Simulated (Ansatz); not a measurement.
Basis-set extrapolation for ClH5O2Si2, SMILES `O[SiH2][SiH](O)Cl` (PBE0-D4/def2-TZVP geometry, frozen core, the Gaussian-basis code of Ansatz). Multiplicity 1, RHF reference.

|  | def2-TZVPP | def2-QZVPP |
| --- | --- | --- |
| HF | -1190.259220 | -1190.297754 |
| MP2 correlation | -0.910282 | -0.989587 |
| CCSD(T) correlation | -0.993315 | not run |

Energies in hartree. Use E(X) = E(∞) + A·exp(−7.88·√X) for Hartree–Fock and E(X) = E(∞) + B·X^(−2.97) for correlation, with X = 3 and 4, and add CCSD(T) minus MP2 of the smaller set to the MP2 limit.

Problem. What is the CCSD(T) energy at the basis-set limit?

Solution. HF limit: -1190.297754 + (-0.038534) × 0.13774 = -1190.30306. MP2 limit: -0.989587 + (-0.079305) × 0.74074 = -1.04833. Higher-order term: -0.993315 − (-0.910282) = -0.08303. Total: -1191.43442 hartree, 4.95 eV below CCSD(T)/def2-TZVPP.
